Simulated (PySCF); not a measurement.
C₈H₈N₂S, SMILES c1ncsc1-c1n(C)ccc1. Heavy atoms are numbered as in [CH3:1][n:2]1[cH:3][cH:4][cH:5][c:6]1-[c:7]1[cH:8][n:9][cH:10][s:11]1. Hydrogens are named by the atom that carries them.

Geometry: B3LYP-D3(BJ)/def2-SVP. This is a generated structure with no PubChem entry under its InChIKey; it may be hypothetical. Other conformers were not sampled.

Computed with CAM-B3LYP/def2-SVP (PySCF).

Atomic charges (e), one atom of each kind:

| atom | Löwdin | IAO |
|---|---|---|
| C1 (CH3) | 0.03 | -0.28 |
| N2 | 0.04 | -0.06 |
| C3 (CH) | -0.02 | -0.10 |
| C4 (CH) | -0.08 | -0.21 |
| C5 (CH) | -0.07 | -0.20 |
| C6 | -0.04 | 0.03 |
| C7 | -0.19 | -0.16 |
| C8 (CH) | -0.04 | -0.06 |
| N9 | -0.10 | -0.26 |
| C10 (CH) | -0.14 | -0.14 |
| S11 | 0.39 | 0.27 |
| H on C1 | 0.03 | 0.15 |
| H on C3 | 0.02 | 0.14 |
| H on C4 | 0.03 | 0.14 |
| H on C5 | 0.03 | 0.14 |
| H on C8 | 0.03 | 0.15 |
| H on C10 | 0.02 | 0.16 |

Computed Mayer and Wiberg (Löwdin basis) orders of the bonds:
```tsv
bond	Mayer	Wiberg
C1–N2	0.97	1.05
N2–C3	1.20	1.29
C3–C4	1.49	1.56
C4–C5	1.30	1.36
N2–C6	1.19	1.23
C5–C6	1.50	1.48
C6–C7	1.01	1.13
C7–C8	1.57	1.60
C8–N9	1.34	1.41
N9–C10	1.72	1.84
C7–S11	1.13	1.24
C10–S11	1.13	1.31
```
